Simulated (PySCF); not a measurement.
Molecule: SMILES C#C[C@@H](F)[C@H](C)CF, C$_{6}$H$_{8}$F$_{2}$.

Geometry (Å), atoms numbered from 1 in this order:
```xyz
16

C     2.903   -0.855    0.427
C     1.921   -0.581   -0.199
C     0.713   -0.286   -0.949
F     0.140   -1.465   -1.403
C    -0.313    0.480   -0.093
C    -0.814   -0.384    1.061
C    -1.478    0.934   -0.970
F    -1.053    1.878   -1.875
H     3.775   -1.078    0.965
H     0.965    0.293   -1.850
H     0.192    1.370    0.299
H     0.020   -0.685    1.690
H    -1.530    0.166    1.666
H    -1.296   -1.280    0.676
H    -1.891    0.100   -1.546
H    -2.264    1.403   -0.371
```

Frames of a GFN2-xTB Langevin trajectory at 400 K; GIAO PBE0/pcSseg-1 shieldings in PySCF 2.14.0 with density-fitted response routines, gas phase, non-relativistic; equivalent atoms averaged within each frame.

δ = σ(ref) − σ, references computed at the same level: 13C (σref 186.93) and 1H (σref 31.72) vs TMS; 19F (σref 170.95) against CFCl3. The references are static minima.

How do the shifts (ppm) fluctuate along the trajectory?

Answers


```
         time (fs)    C7    C3    C1    C2    C5    C6      F4      F8   H10   H15
               250  88.8  87.9  87.8  83.8  53.7  24.3  -229.6  -234.3  5.97  4.73
               425  88.4  87.5  90.0  83.5  46.2  13.4  -220.7  -240.0  6.85  5.61
               625  94.0  88.3  91.1  86.2  42.2  16.3  -210.0  -243.8  5.38  6.62
               800  81.2  88.3  92.4  83.5  56.0  13.7  -213.0  -264.3  6.04  4.59
              1000  95.0  83.4  85.4  92.0  49.2  22.8  -227.8  -221.7  5.50  3.97
    mean of frames  89.5  87.1  89.3  85.8  49.5  18.1  -220.2  -240.8  5.95  5.10
standard deviation   5.5   2.1   2.8   3.7   5.6   5.1     8.7    15.6  0.58  1.03
```

5 frames give an uncertainty of the mean of about the standard deviation over 2.2 at best, since frames this close in time may not be independent; classical motion lacks zero-point vibration, and the reference would need the same averaging.
